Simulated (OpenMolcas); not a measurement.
## B: CASPT2 settings compared

```yaml
Program: OpenMolcas 26.06
Basis: ANO-RCC-VQZP [5s4p3d2f1g]
Scalar_Hamiltonian: DKH2, point nucleus
Active_space: 3 electrons in 4 orbitals (2s 2p)
State_averaging: 2S+1 = 4 odd, 1 root (0 in the spin-orbit step); 2S+1 = 2 odd, 3 roots; 2S+1 = 4 even, 3 roots
Spin-orbit_coupling: RASSI with atomic mean-field integrals over the reference wave functions, term energies averaged over their components
```

Methods on the same reference wave functions:
A. CASSCF
B. SS-CASPT2, IPEA 0 Eh, imaginary shift 0.3 Eh (closed shells correlated: 1s)
C. XMS-CASPT2, IPEA 0.6 Eh, imaginary shift 0.4 Eh (closed shells correlated: 1s)
D. XMS-CASPT2, IPEA 0.1 Eh, real shift 0.15 Eh (closed shells correlated: 1s)

Energies in cm-1 above 2s2 2p 2P* 1/2, the measured ground level; measured values from NIST Handbook of Basic Atomic Spectroscopic Data.

```tsv
Level	A	B	C	D	Measured
2s2 2p 2P* 1/2	0.0	0.0	0.0	0.0	0.0
2s2 2p 2P* 3/2	14.5	14.5	14.5	14.5	15.3
2s 2p2 4P 1/2	24113	28080	27580	28090	28870
2s 2p2 4P 3/2	24118	28090	27580	28100	28875
2s 2p2 4P 5/2	24127	28100	27590	28110	28881
```

Deviations, from unrounded energies. A percentage is the sum of absolute deviations over the sum of measured energies, with the sign that they share, or ± where signs differ.

```csv
Against measurement,Levels,A,B,C,D
mean absolute deviation (cm-1),4,3600,590,970,580
fine structure of the ground term (%),1,-5.0,-5.0,-5.0,-5.0
other configurations (%),3,-16.5,-2.7,-4.5,-2.7
```

B, D lie about equally close to measurement and A furthest from it. The largest miss of D in the table is 2s 2p2 4P 1/2, by -780 cm-1. The ranking rests on the paired levels alone, and a cruder setting can come out closer through cancelling errors.

Among B to D the level of the table that moves most is 2s 2p2 4P 1/2, by 510 cm-1 (lowest in C, highest in D). Moves below CASPT2's spread within the term are not significant.

The two smallest mean deviations differ by little beside CASPT2's spread within terms, so their order carries little weight.

The lowest spin-free term lies below A's lowest term by 0.074 hartree in B, 0.070 hartree in C, 0.075 hartree in D.

CASPT2 breaks the degeneracy within a term, and the mean is taken; among the terms shown or strongly mixed into the levels shown the widest spread is 17 cm-1 (2s2 2p 2P*, C). Without dynamic correlation excited terms often stand tens of per cent too high (terms of higher spin than the ground term too low), and those without a measured partner can miss by more than the paired ones (holds for A). Measured partners are found by configuration, term and J. A level has none where our copy of the source lacks it or the pairing is in doubt (some pairs that miss far off the trend of their configuration count as doubtful), and it then counts in no deviation. Only configurations of the active space appear.

* marks odd parity.
